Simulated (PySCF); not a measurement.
Harmonic spectrum computed at PBE in the def2-SVP basis family (core potentials from Rb on, PySCF, no spin–orbit coupling):

```json
{"ω (cm⁻¹)": "46", "IR (km/mol)": "2.1"}
{"ω (cm⁻¹)": "221", "IR (km/mol)": "15.5"}
{"ω (cm⁻¹)": "241", "IR (km/mol)": "50.1"}
```

**Question.** Which molecule gave it? In each, all ligands are bound to the one heavy central atom.
A. WBr₂ (quintet)
B. RuBr₂ (quintet)
C. PtBr₂ (triplet)
D. LaBr₂ (doublet)

**Answer.** D. It has C2v symmetry with La–Br 2.741 Å (×2).
